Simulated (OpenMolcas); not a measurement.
## 5d² along the 70-electron sequence

```
Program             : OpenMolcas
Method              : SS-RASPT2, IPEA 0.25 Eh, imaginary shift 0.1 Eh
Basis               : ANO-RCC-VQZP
Scalar Hamiltonian  : DKH2, point nucleus
Spin-orbit coupling : RASSI with atomic mean-field integrals over the reference wave functions, term energies averaged over their components
```

Active space for each ion: 8 electrons in 8 orbitals (RAS1 5p, at most 2 holes; RAS2 5d); closed shells correlated by CASPT2: 5s.

Computed levels in cm-1 above ³F₂:

```csv
Level,Hf2+,Ta3+,W4+,Re5+,Os6+,Ir7+
³F₃,3580,5370,6810,8610,10530,12870
³F₄,6860,9810,12350,15320,18400,21970
³P₀,9590,11870,13480,14990,16530,17970
³P₁,11640,14860,17380,20100,22980,26110
¹G₄,14950,19580,23380,27630,32020,36990
³P₂,15370,19400,23860,28770,33900,39620
¹S₀,28370,36290,44180,51420,58660,66130
weight of ³F in the lowest level (%),93,87,88,88,87,86
```

Mixed levels, with the weight of the term that names them: Hf2+ ³P₂ (66 %), W4+ ³P₂ (68 %), Re5+ ³P₂ (62 %), Os6+ ³P₂ (59 %), Ir7+ ³P₂ (57 %).

Measured, with the error of the calculation in %. Measured levels: W4+ from the list in J. Phys. B 45, 065001 (2012); Os6+, Ir7+ from van het Hof, Joshi, Wyart and Sugar, J. Res. Natl. Inst. Stand. Technol. 100, 687 (1995).

```tsv
Level	W4+	Os6+	Ir7+
³F₃		10308 (+2.1)	12672 (+1.6)
³F₄	11519 (+7.2)		21615 (+1.6)
³P₀	12839 (+5.0)	15837 (+4.4)	17254 (+4.1)
³P₁	16331 (+6.4)	22098 (+4.0)	25221 (+3.5)
¹G₄	22346 (+4.6)	31274 (+2.4)	36253 (+2.0)
³P₂	22615 (+5.5)	33127 (+2.3)	38878 (+1.9)
¹S₀	43110 (+2.5)	57710 (+1.6)	65022 (+1.7)
```

The fine-structure level ³F₄ changes by a factor of 3.2 from Hf2+ to Ir7+. Its fourth root runs 9.10, 9.95, 10.54, 11.13, 11.65, 12.17, with steps per unit of Z of 0.85, 0.59, 0.58, 0.52, 0.53; equal steps would mean a (Z - σ)^4 law with constant σ.

³P₀ changes by a factor of 1.87 over the same range, with steps per unit of Z of +2280, +1610, +1510, +1540, +1440 cm-1.

CASPT2 breaks the degeneracy within a term, and the mean is taken; among the terms shown or strongly mixed into the levels shown the widest spread is 480 cm-1 (5d² ¹G, Ta3+). Active for correlation alone: 5p; no level in the range computed is led by a configuration that opens it, so any true level of that kind is missing. Measured partners are found by configuration, term and J. A level has none where our copy of the source lacks it or the pairing is in doubt (some pairs that miss far off the trend of their configuration count as doubtful), and it then counts in no deviation. Only configurations of the active space appear.
